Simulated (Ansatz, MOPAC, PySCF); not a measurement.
Stepwise substitution at one centre (B OH-SH). All species are isolated molecules in the gas phase. One relaxed conformer stands for each flexible species; it need not be the lowest. Strings in code marks are SMILES.

Quantity: vertical ionisation energy (energy after one electron is removed minus that of the parent at the parent's geometry), in eV.

Level 1: frozen-core MP2/cc-pVTZ // PBE-D3(BJ)/def2-TZVP (Ansatz, an electronic-structure program)
Level 2: B3LYP/6-31G* // PBE-D3(BJ)/def2-TZVP (PySCF)
Level 3: minus the HOMO energy of PM7 // PBE-D3(BJ)/def2-TZVP (MOPAC)
Level 4: HF/cc-pVTZ // PBE-D3(BJ)/def2-TZVP (Ansatz)

```
species   level 1  level 2  level 3  level 4
--------  -------  -------  -------  -------
`OB(O)O`        …    11.37    11.61        …
`SB(S)S`        …     9.44     9.27     8.94
`OB(O)S`     9.91     9.68     9.01     8.82
```

Problem. Fill in the missing entries.

Solution. 
- `OB(O)O`, level 1: 12.55
- `OB(O)O`, level 4: 10.94
- `SB(S)S`, level 1: 9.90
